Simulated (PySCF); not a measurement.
CH5BO, singlet, geometry from GFN2-xTB; BLYP/6-31G, TDDFT run with PySCF.

The PySCF input:
```python
from pyscf import gto, scf, dft, tdscf

mol = gto.M(
    atom='''
B    -0.284439    0.107696    1.267320
H    -1.175343    0.522671    1.904462
H     0.676808   -0.367679    1.765657
O    -0.428169    0.207539   -0.041433
C     0.514637   -0.225261   -0.988191
H     1.397500   -0.662278   -0.513068
H     0.044465   -0.969866   -1.635163
H     0.816297    0.629928   -1.597881
''',
    basis='6-31g',
    charge=0,
    spin=0,
    verbose=4,
)

mf = dft.RKS(mol)
mf.xc = 'blyp'
mf.kernel()
td = mf.TDDFT()
td.nstates = 5
td.kernel()
td.analyze()
```

Output, abridged:

```
PySCF version 2.14.0

[INPUT] verbose = 4
[INPUT] num. atoms = 8
[INPUT] num. electrons = 24
[INPUT] charge = 0
[INPUT] spin (= nelec alpha-beta = 2S) = 0
[INPUT] symmetry False subgroup None
[INPUT] Mole.unit = angstrom
[INPUT] Symbol           X                Y                Z      unit          X                Y                Z       unit  Magmom
[INPUT]  1 B     -0.284439000000   0.107696000000   1.267320000000 AA   -0.537511809145   0.203515944711   2.394887712184 Bohr   0.0
[INPUT]  2 H     -1.175343000000   0.522671000000   1.904462000000 AA   -2.221076372425   0.987705043253   3.598911594641 Bohr   0.0
[INPUT]  3 H      0.676808000000  -0.367679000000   1.765657000000 AA    1.278981758915  -0.694812611754   3.336608159921 Bohr   0.0
[INPUT]  4 O     -0.428169000000   0.207539000000  -0.041433000000 AA   -0.809122145029   0.392191870166  -0.078297022519 Bohr   0.0
[INPUT]  5 C      0.514637000000  -0.225261000000  -0.988191000000 AA    0.972522983568  -0.425681596546  -1.867410348760 Bohr   0.0
[INPUT]  6 H      1.397500000000  -0.662278000000  -0.513068000000 AA    2.640892259080  -1.251524038325  -0.969558003278 Bohr   0.0
[INPUT]  7 H      0.044465000000  -0.969866000000  -1.635163000000 AA    0.084026672129  -1.832781117527  -3.090010239022 Bohr   0.0
[INPUT]  8 H      0.816297000000   0.629928000000  -1.597881000000 AA    1.542577766304   1.190391398195  -3.019557469646 Bohr   0.0

nuclear repulsion = 70.9084435576881
number of shells = 25
number of NR pGTOs = 86
number of NR cGTOs = 37
basis = 6-31g
ecp = {}

******** <class 'pyscf.dft.rks.RKS'> ********
method = RKS
initial guess = minao
damping factor = 0
level_shift factor = 0
DIIS = <class 'pyscf.scf.diis.CDIIS'>
diis_start_cycle = 1
diis_space = 8
diis_damp = 0
SCF conv_tol = 1e-09
SCF conv_tol_grad = None
SCF max_cycles = 50
direct_scf = True
direct_scf_tol = 1e-13
XC library pyscf.dft.libxc version 7.1.2
    S. Lehtola, C. Steigemann, M. J. T. Oliveira, and M. A. L. Marques,  SoftwareX 7, 1–5 (2018)
XC functionals = blyp
    A. D. Becke,  Phys. Rev. A 38, 3098 (1988)
    C. Lee, W. Yang, and R. G. Parr,  Phys. Rev. B 37, 785 (1988)
    B. Miehlich, A. Savin, H. Stoll, and H. Preuss,  Chem. Phys. Lett. 157, 200 (1989)
radial grids:
    Treutler-Ahlrichs [JCP 102, 346 (1995); DOI:10.1063/1.469408] (M4) radial grids

becke partition: Becke, JCP 88, 2547 (1988); DOI:10.1063/1.454033
pruning grids: <function nwchem_prune>
grids dens level: 3
symmetrized grids: False
atomic radii adjust function: <function treutler_atomic_radii_adjust>
small_rho_cutoff = 0
Set gradient conv threshold to 3.16228e-05
Initial guess from minao.
tot grids = 91288
init E= -141.2033044244
  HOMO = -0.350504247065504  LUMO = -0.0974699197935431  gap/eV = 6.88541
cycle= 1 E= -141.018952246974  delta_E= 0.184  |g|= 0.625  |ddm|= 2.44
  HOMO = -0.099301294053727  LUMO = 0.0526733317352801  gap/eV = 4.13544
cycle= 2 E= -140.594762566606  delta_E= 0.424  |g|= 1.55  |ddm|= 2.05
  HOMO = -0.227096383930303  LUMO = -0.00465063868562332  gap/eV = 6.05306
cycle= 3 E= -141.095710030175  delta_E= -0.501  |g|= 0.125  |ddm|= 1.58
  HOMO = -0.245987606148727  LUMO = -0.0292492976077721  gap/eV = 5.89775
cycle= 4 E= -141.100388520674  delta_E= -0.00468  |g|= 0.0377  |ddm|= 0.182
  HOMO = -0.241733913464645  LUMO = -0.0233222642598829  gap/eV = 5.94328
cycle= 5 E= -141.100808811173  delta_E= -0.00042  |g|= 0.0108  |ddm|= 0.0535
  HOMO = -0.241560576684699  LUMO = -0.0229656709216162  gap/eV = 5.94827
cycle= 6 E= -141.100839698808  delta_E= -3.09e-05  |g|= 0.00376  |ddm|= 0.0139
  HOMO = -0.241721576573829  LUMO = -0.0233031891368227  gap/eV = 5.94347
cycle= 7 E= -141.100843414182  delta_E= -3.72e-06  |g|= 0.000335  |ddm|= 0.00403
  HOMO = -0.241755852679471  LUMO = -0.0233154277597694  gap/eV = 5.94407
cycle= 8 E= -141.100843439307  delta_E= -2.51e-08  |g|= 3.18e-05  |ddm|= 0.000305
  HOMO = -0.241756363115733  LUMO = -0.0233146733485279  gap/eV = 5.94410
cycle= 9 E= -141.10084343959  delta_E= -2.84e-10  |g|= 1.77e-06  |ddm|= 4.34e-05
  HOMO = -0.241756669568863  LUMO = -0.0233149204696668  gap/eV = 5.94410
Extra cycle  E= -141.100843439591  delta_E= -1.08e-12  |g|= 1.65e-06  |ddm|= 5.1e-06
converged SCF energy = -141.100843439591

******** <class 'pyscf.tdscf.rks.CasidaTDDFT'> for <class 'pyscf.dft.rks.RKS'> ********
nstates = 5 singlet
deg_eia_thresh = 1.000e-03
wfnsym = None
conv_tol = 1e-05
eigh lindep = 1e-12
eigh level_shift = 0
eigh max_cycle = 100

Excitation energies (eV)
[6.15530921 7.8903429  8.11523896 8.72704326 9.63953235]

** Singlet excitation energies and oscillator strengths **
Excited State   1:      6.15531 eV    201.43 nm  f=0.0008
      12 -> 13       -0.70680
Excited State   2:      7.89034 eV    157.13 nm  f=0.0001
      10 -> 13       -0.70597
Excited State   3:      8.11524 eV    152.78 nm  f=0.1714
       8 -> 13        0.14654
      11 -> 13       -0.68284
Excited State   4:      8.72704 eV    142.07 nm  f=0.0096
      12 -> 14        0.70211
Excited State   5:      9.63953 eV    128.62 nm  f=0.0617
      12 -> 15       -0.69401

** Transition electric dipole moments (AU) **
state          X           Y           Z        Dip. S.      Osc.
  1        -0.0314     -0.0651     -0.0015      0.0052      0.0008
  2         0.0086      0.0178      0.0004      0.0004      0.0001
  3         0.1657     -0.0587     -0.9118      0.8623      0.1714
  4         0.1882     -0.0898     -0.0405      0.0451      0.0096
  5        -0.2598      0.1154      0.4249      0.2614      0.0617

** Transition velocity dipole moments (imaginary part, AU) **
state          X           Y           Z        Dip. S.      Osc.
  1        -0.0201     -0.0417     -0.0010      0.0021      0.0063
  2        -0.0022     -0.0046     -0.0001      0.0000      0.0001
  3         0.0423     -0.0153     -0.2166      0.0489      0.1094
  4         0.0445     -0.0210     -0.0191      0.0028      0.0058
  5        -0.1182      0.0539      0.1358      0.0353      0.0665

** Transition magnetic dipole moments (imaginary part, AU) **
state          X           Y           Z
  1         0.1432     -0.0407     -1.2204
  2         0.5408     -0.2730      0.5208
  3         0.1276      0.2645      0.0061
  4        -0.1484     -0.3077     -0.0072
  5        -0.3262     -0.6761     -0.0157
```
